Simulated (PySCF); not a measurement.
SMILES C[Si](C)(C)[SiH2][SiH2]B(O)O (C3H15BO2Si3) at its GFN2-xTB optimised geometry (Å):

```
24

C     -1.2554    -3.6248    -1.5721
Si    -0.6773    -2.6999     0.0000
C      1.2341    -2.6999     0.0000
C     -1.2544    -3.7280     1.5097
Si    -1.4746    -0.5057     0.0000
Si    -0.4052     0.9196    -1.4901
B      1.2230     1.7591    -0.7704
O      2.1502     0.9247    -0.2494
O      1.5075     3.0921    -0.7050
H     -0.9115    -3.1173    -2.4686
H     -2.3390    -3.6751    -1.6225
H     -0.8790    -4.6434    -1.6084
H      1.6252    -2.2800     0.9219
H      1.6454    -3.7002    -0.1050
H      1.6222    -2.0968    -0.8157
H     -2.3380    -3.7877     1.5500
H     -0.9196    -3.2761     2.4388
H     -0.8707    -4.7448     1.4831
H     -1.3889     0.0505     1.3672
H     -2.9296    -0.4914    -0.2393
H     -0.1228     0.1405    -2.7133
H     -1.3410     1.9481    -2.0073
H      2.9296     1.3564     0.1084
H      0.8701     3.7002    -1.0735
```

Method: CAM-B3LYP/def2-SVP run with PySCF. Cells within 0.4 Å of a nucleus heavier than hydrogen are left out (blank, or x).

Map of the deformation density (molecule minus spherical neutral atoms) (e/bohr³) on the plane z = 0.0 Å:

```
|1111111111111111111111111|
|1111111111111111111111111|
|1111111111111111111111111|
|1111111111111111111111111|
|1111111111111111111111111|
|1111111111111112211111111|
|1111111111111113111111111|
|1111111111111111011111111|
|1111111111111000000011111|
|1111111111111002241011111|
|1111111111111113x33011111|
|1111111101111111621111111|
|1111112310111111211111111|
|111111461x101111111111111|
|1111112311211111111111111|
|1111111114531101111111111|
|1111111112421102111111111|
|1111111100xx36xx111111111|
|11111111001x25x7111111111|
|1111111101100139311111111|
|1111111110000111011111111|
|1111111111111111111111111|
|1111111111111111111111111|
|1111111111111111111111111|
|1111111111111111111111111|
```
Scale: ten equal steps from -0.017 (start of '0') to 0.089 (end of '9'), in the order '0123456789'; x runs from -6.00 to 6.00, y from -6.00 (bottom) to 6.00 (top).
